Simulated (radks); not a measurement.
Results of a calculation; reference values are marked as such.
Coulomb parameter of the 4d shell of the niobium ion Nb3+ in the model configuration [Kr] 4d0.5 5s1.5, as a second difference U = [E(n + 0.5) + E(n - 0.5) - 2 E(n)] / (0.5)^2 with all orbitals relaxed. "Bare": the charge of the atom changes with n. "Screened": the 5s shell takes up the change at fixed total charge, which measures U(4d,4d) + U(5s,5s) - 2 U(4d,5s). Level of theory: Dirac Kohn-Sham, LDA (Slater exchange, Perdew-Wang correlation), spin-unpolarised, spherical densities, finite nucleus; open shells are shared between the two j in proportion to 2j + 1; Fermi nuclear charge, rms radius 4.324 fm (a radial shooting solver on a logarithmic mesh with Libxc functionals).

start: configuration [Kr] 4d0.5 5s1.5; E - E(n) (eV) 0.000
bare +0.5: configuration [Kr] 4d1 5s1.5; E - E(n) (eV) -16.208
bare -0.5: configuration [Kr] 5s1.5; E - E(n) (eV) 19.396
screened +0.5: configuration [Kr] 4d1 5s1; E - E(n) (eV) -3.339
screened -0.5: configuration [Kr] 5s2; E - E(n) (eV) 3.731

U(bare) = 12.750 eV, U(screened by 5s) = 1.566 eV.
